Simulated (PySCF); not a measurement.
Compound: C₆H₇N.
SMILES with atom numbers: `[N:1]#[C:2][CH:3]=[C:4]1[CH2:5][CH2:6][CH2:7]1` (hydrogens: H8 on C3; H9, H10 on C5; H11, H12 on C6; H13, H14 on C7)

Cartesian coordinates in Å at the PBE0-D3(BJ)/def2-SVP level; atoms count from 1:
```
atom  x, y, z in Å
N1     3.3301    0.5384   -1.4997
C2     2.5371    0.1232   -0.7606
C3     1.5612   -0.3860    0.1428
C4     0.2688   -0.0432    0.0424
C5    -0.4948    0.8587   -0.8911
C6    -1.7897    0.5105   -0.1144
C7    -0.9664   -0.4054    0.8267
H8     1.9062   -1.0723    0.9219
H9    -0.1792    1.9137   -0.8533
H10   -0.4674    0.5445   -1.9468
H11   -2.5486   -0.0154   -0.7095
H12   -2.2699    1.3641    0.3829
H13   -1.2266   -1.4757    0.7963
H14   -0.9362   -0.0978    1.8845
```

Computed with PySCF at CAM-B3LYP/def2-SVPD, non-relativistic, on one gas-phase PBE0-D3(BJ)/def2-SVP geometry that isn't relaxed in the solvent. The solvent is an IEF-PCM continuum (van der Waals radii × 1.2). Only the electrostatic response of the medium enters.

Gas phase at CAM-B3LYP/def2-SVPD: HOMO -8.87 eV, LUMO -0.26 eV, dipole 5.01 D.

What does the continuum do to the energy, the frontier levels and the dipole at CAM-B3LYP/def2-SVPD in chloroform?

| solvent | ε | E(solvent) − E(gas) (kcal/mol) | polarisation term (kcal/mol) | distortion of the solute (kcal/mol) | HOMO (eV) | LUMO (eV) | dipole (D) |
| --- | --- | --- | --- | --- | --- | --- | --- |
| chloroform | 4.711 | -5.13 | -6.09 | 0.96 | -8.80 | -0.16 | 6.19 |

The polarisation term is half the interaction of the solute with the surface charges that it induces; the rest is the cost of distorting the solute's density. The sum is the electrostatic part of solvation alone.

Which radius a makes the point-dipole formula ΔE = −[(ε − 1)/(2ε + 1)]·μ²/a³ give the value in chloroform, with the gas-phase dipole?

μ = 1.970 au and |ΔE| = 0.00817 Eh give a = 2.93 Å; the farthest nucleus lies 3.70 Å from the centroid of the nuclei, so such a sphere wouldn't even hold the nuclei. The formula assumes a rigid point dipole at the centre of a sphere.

Give the dipole vector in the frame of the coordinates (D, pointing from negative to positive charge), gas and chloroform.

Gas (-4.29, -0.99, 2.39), solvent (-5.29, -1.24, 2.97). Its length changes by +24 % and its direction by less than 1°.

How does the static polarisability (CAM-B3LYP/def2-SVPD, frozen core, with the continuum's full static response) change?

```json
{"medium": "gas", "isotropic (au)": "75.1", "principal values (au)": "52.5, 68.5, 104.5", "⟨r²⟩ of the electrons (bohr²)": "871.6"}
{"medium": "chloroform", "isotropic (au)": "93.2", "principal values (au)": "64.7, 84.9, 130.0", "⟨r²⟩ of the electrons (bohr²)": "872.9"}
```

The isotropic value in chloroform is 1.24 times the gas-phase one; no cavity-field correction is applied. ⟨r²⟩ is taken about the centre of nuclear charge.
